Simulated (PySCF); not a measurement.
Ti(11+) (titanium, charge +11) across methods

[Ne] 3s1, 2S determinant. Calculation: PySCF 2.14, in an even-tempered Gaussian basis (17 s from 0.59 bohr⁻², ratio 2.5; 11 p from 0.76 bohr⁻², ratio 2.5; 5 d from 3.3 bohr⁻², ratio 2.7; 4 f from 5 bohr⁻², ratio 2.7); the non-relativistic Hamiltonian (point nucleus).

```tsv
method	E (hartree)	mean ε 2p α (eV)	mean ε 2p β (eV)	mean ε 3s α (eV)	Σ⟨r²⟩ (bohr²)	⟨S²⟩
LDA	-799.759	-714.74	-713.91	-279.65	1.688	0.750
PBEsol	-800.715	-714.67	-713.84	-279.46	1.688	0.750
r2SCAN	-801.857	-719.56	-718.76	-280.09	1.689	0.750
PBE0	-801.682	-725.43	-724.50	-282.26	1.687	0.750
BLYP	-801.896	-715.32	-714.56	-279.96	1.686	0.750
PBE	-801.620	-715.21	-714.34	-279.67	1.687	0.750
```

**Question.** Estimate the same row for UHF.

**Answer.** E (hartree) = -801.43952; mean ε 2p α (eV) = -754.53; mean ε 2p β (eV) = -753.35; mean ε 3s α (eV) = -289.43; Σ⟨r²⟩ (bohr²) = 1.690; ⟨S²⟩ = 0.750.
